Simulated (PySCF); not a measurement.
**Dipole response of Co (cobalt, neutral)**

[Ar] 3d7 4s2, high-spin 4F determinant. Calculation: PySCF 2.14, in aug-cc-pwCVTZ-DK (10s9p7d4f3g, 127 functions); the spin-free X2C one-electron Hamiltonian (Gaussian nucleus). Coupled (time-dependent) response in atomic units; α is the mean over directions.

| method | mean α (bohr³) | C₆ (like pair) | S(−4) |
| --- | --- | --- | --- |
| UHF | 70.39 | 639.9 | 3271 |
| PBE | 52.59 | 438.4 | 1467 |

S(−4) is the Cauchy moment in α(ω) = α(0) + S(−4) ω² + …

Reference α: 55 ± 4 bohr³ (recommended; Schwerdtfeger and Nagle, table of static dipole polarizabilities (2023 update)). Published C₆: 408.0 (Chu and Dalgarno (2004); Tang, Norbeck and Certain (1976)).

Hartree-Fock lies above the reference because it lacks correlation, which contracts the outer shell.

α(iu) at UHF:

```json
{"u (hartree)": "0", "α(iu) (bohr³)": "70.39"}
{"u (hartree)": "0.0500", "α(iu) (bohr³)": "63.67"}
{"u (hartree)": "0.100", "α(iu) (bohr³)": "50.84"}
{"u (hartree)": "0.200", "α(iu) (bohr³)": "29.56"}
{"u (hartree)": "0.300", "α(iu) (bohr³)": "18.34"}
{"u (hartree)": "0.500", "α(iu) (bohr³)": "9.220"}
{"u (hartree)": "0.750", "α(iu) (bohr³)": "5.314"}
{"u (hartree)": "1.00", "α(iu) (bohr³)": "3.643"}
{"u (hartree)": "1.50", "α(iu) (bohr³)": "2.170"}
{"u (hartree)": "2.00", "α(iu) (bohr³)": "1.500"}
{"u (hartree)": "3.00", "α(iu) (bohr³)": "0.8740"}
{"u (hartree)": "5.00", "α(iu) (bohr³)": "0.4190"}
```

A single London oscillator, α(iu) = α/(1 + u²/ω²), gives C₆ = (3/4) ω α². Matching the computed C₆ needs ω = 4 × 639.9 / (3 × 70.39²) = 0.172 hartree.
